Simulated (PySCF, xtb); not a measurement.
BH, SMILES [BH] (connectivity only; charge and spin as stated), neutral, multiplicity 1.

Geometry optimised at r2SCAN-D4/def2-TZVPD.

These are PySCF 2.14.0 with IEF-PCM-M06-2X/def2-TZVPD values and carry that method's errors.

The values are the electrostatic part of the solvation free energy, E(continuum) − E(gas) at the gas-phase geometry, in a cavity of scaled van der Waals radii (PySCF's table); cavitation and dispersion terms are not included. In vacuum the orbital gap is 6.48 eV. The dipole moment in vacuum is 1.55 D.

Computed values in water (ε = 78.36), N,N-dimethylformamide (ε = 37.22), methanol (ε = 32.61):
```
solvent                    ε  ΔG(elec) (kcal/mol)  dipole (D)  gap (eV)
---------------------  -----  -------------------  ----------  --------
water                  78.36                 -2.4        1.98      6.68
N,N-dimethylformamide  37.22                 -2.3        1.97      6.68
methanol               32.61                 -2.3        1.97      6.68
```

For comparison, GFN2-xTB/ALPB(water) (xtb, at the GFN2-xTB geometry, all terms of that model) gives -2.0 kcal/mol.
